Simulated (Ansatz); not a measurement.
`BC=C(C)C` + `C=CN[SiH3]` → `BN([SiH3])C=C` + `C=C(C)C` at 298.15 K and 1 bar (ligand exchange at a B–C bond).

Computed with Ansatz on PBE0-D4/def2-TZVP structures; ΔE is electronic, products minus reactants. CCSD(T)/CBS is the MP2 limit (def2-TZVPP, def2-QZVPP) plus CCSD(T) − MP2 in def2-TZVPP, frozen cores. This one scheme is used for every species. One conformer a species, not always the lowest.

| species | CCSD(T)/CBS energy (Eh) | H − E (kJ/mol) | S (J/(mol·K)) |
| --- | --- | --- | --- |
| `BC=C(C)C` | -182.39479 | 333.2 | 329.1 |
| `C=CN[SiH3]` | -424.08767 | 239.5 | 321.9 |
| `BN([SiH3])C=C` | -449.51164 | 274.7 | 332.8 |
| `C=C(C)C` | -157.01236 | 299.6 | 289.7 |

H − E and S are ideal-gas, rigid-rotor, harmonic terms from PBE0-D4/def2-TZVP, for one conformer and one mirror image of each species. 1 Eh = 2625.50 kJ/mol, R = 8.31446 J/(mol·K).

Problem. By hand: ΔE, ΔH, ΔS and ΔG.

Solution. ΔE = (-449.51164) + (-157.01236) − (-182.39479) − (-424.08767) = -0.04154 Eh = -109.1 kJ/mol. Δ(H − E) = 274.7 + 299.6 − 333.2 − 239.5 = 1.6, so ΔH = -107.5 kJ/mol. ΔS = 332.8 + 289.7 − 329.1 − 321.9 = -28.5 J/(mol·K). ΔG = -107.5 − 298.15 × (-28.5)/1000 = -99.0 kJ/mol.

Problem. By hand: the equilibrium constant, and the temperature at which ΔG would vanish if ΔH and ΔS stayed fixed.

Solution. log₁₀ K = −ΔG/(RT ln 10) = 17.3. ΔG = 0 at ΔH/ΔS = 3772 K, far beyond where these terms or the molecules hold.

ΔH outweighs TΔS. A doubt of 5 kJ/mol in ΔE shifts log₁₀ K by 0.9 here. Other conformers and mirror images would add mixing entropy, several J/(mol·K) or more a flexible species. These are equilibria of isolated gas molecules and say nothing of rates. Largest T1 diagnostic: 0.013 (customary marks: 0.02 for closed shells, 0.045 for open ones).
